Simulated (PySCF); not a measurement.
B(OH)2(OSiH3) (BH5O3Si), SMILES OB(O)O[SiH3]. Coordinates come from a B3LYP-D3(BJ)/def2-SVP optimisation. One conformer was computed; it need not be the lowest.

Computed equilibrium geometry at B3LYP-D3(BJ)/def2-SVP (PySCF confirms it by a frequency run) as Cartesian coordinates in Å, and its point group (one conformer of several):
point group Cs.
```xyz
10

B      0.0448    -0.9627     0.0000
O      0.8500    -2.0677     0.0000
H      0.3900    -2.9130     0.0000
O     -1.3304    -0.9933     0.0000
H     -1.7371    -1.8657     0.0000
O      0.6521     0.2560     0.0000
Si     0.0148     1.8016     0.0000
H     -0.8132     2.0348    -1.2171
H     -0.8132     2.0348     1.2171
H      1.1679     2.7399     0.0000
```
Charge 0, spin multiplicity 1.
